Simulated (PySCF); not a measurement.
C₂H₃ClF₂Si, SMILES F[Si@@H](/C=C\F)Cl. Heavy atoms are numbered as in [F:1]/[CH:2]=[CH:3]\[Si@H:4]([F:5])[Cl:6]. Hydrogens are named by the atom that carries them.

The structure is a stationary point at PBE-D3(BJ)/def2-SVP. The structure was generated by enumeration; whether it is a known compound was not checked. The values are those of a single conformer.

These are ωB97X/def2-TZVP in PySCF values and carry that method's errors.

Atomic charges (e), one atom of each kind:

```json
[
 {"atom": "F1", "IAO": "-0.27", "Mulliken": "-0.18"},
 {"atom": "C2 (CH)", "IAO": "0.21", "Mulliken": "0.11"},
 {"atom": "C3 (CH)", "IAO": "-0.55", "Mulliken": "-0.36"},
 {"atom": "Si4 (SiH)", "IAO": "1.27", "Mulliken": "0.70"},
 {"atom": "F5", "IAO": "-0.54", "Mulliken": "-0.32"},
 {"atom": "Cl6", "IAO": "-0.33", "Mulliken": "-0.23"},
 {"atom": "H on C2", "IAO": "0.16", "Mulliken": "0.15"},
 {"atom": "H on C3", "IAO": "0.18", "Mulliken": "0.16"},
 {"atom": "H on Si4", "IAO": "-0.14", "Mulliken": "-0.02"}
]
```

Computed Mayer and Wiberg (Löwdin basis) orders of the bonds:
| bond | Mayer | Wiberg |
|---|---|---|
| F1–C2 | 1.06 | 1.76 |
| C2–C3 | 1.86 | 2.12 |
| C3–Si4 | 0.97 | 1.12 |
| Si4–F5 | 1.10 | 1.67 |
| Si4–Cl6 | 1.16 | 1.79 |
